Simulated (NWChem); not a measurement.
Molecule: CdHSeBr; SMILES [Cd]([Br])[SeH]

```xyz
4

Cd     0.0083    -0.0103     0.0000
Br     0.0059    -2.4293     0.0000
Se     0.0248     2.4424     0.0000
H     -1.4485     2.4791     0.0000
```
Atoms are numbered in this order, from 1.

All runs: NWChem. Structure relaxed at the PBE0/def2-SVP level. No frequency run checked for a minimum. def2 effective core potentials on Cd; no spin-orbit coupling. Ions are spin-unrestricted doublets at the neutral geometry; other ion states weren't tried.

For level PBE0/def2-SVP:

| Item | Result |
|---|---|
| vertical ionisation energy, ΔSCF (eV) | 9.26 |
| −ε(HOMO) (eV) | 7.13 |

### Question
How do the values read with level PBE/def2-SVP instead?

### Answer
* **vertical ionisation energy, ΔSCF (eV)**: 8.95
* **−ε(HOMO) (eV)**: 5.97
